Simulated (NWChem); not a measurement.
Lowest excitation of CuI

```xyz
2

Cu     0.0000     0.0000    -1.5331
I      0.0000     0.0000     0.8389
```
Charge 0, spin multiplicity 1.

Program: NWChem. Structure: optimised with PBE/def2-SVP with def2 effective core potentials on I, a minimum by its harmonic frequencies.

Basis set: def2-SVPD. CR-EOMCCSD(T) is the triples correction to the same EOM-CCSD root.

```tsv
method	lowest vertical singlet excitation energy (eV)	difference from EOM-CCSD
TD-PBE	1.98	-0.83
EOM-CCSD	2.81	0.00
CR-EOMCCSD(T)	3.14	+0.33
TD-B3LYP	2.32	-0.49
CIS	4.17	+1.35
TD-BHandHLYP	2.98	+0.17
```

The values span 2.18 eV, from TD-PBE (lowest) to CIS (highest). 

Effective core potentials replace the inner electrons of I; spin-orbit coupling is left out. The correlated methods keep 13 core orbitals frozen. B3LYP has NWChem's definition, with VWN1-RPA local correlation. The structure started from a generated list of species. Coupled-cluster values serve here as a point of comparison, not as the truth.
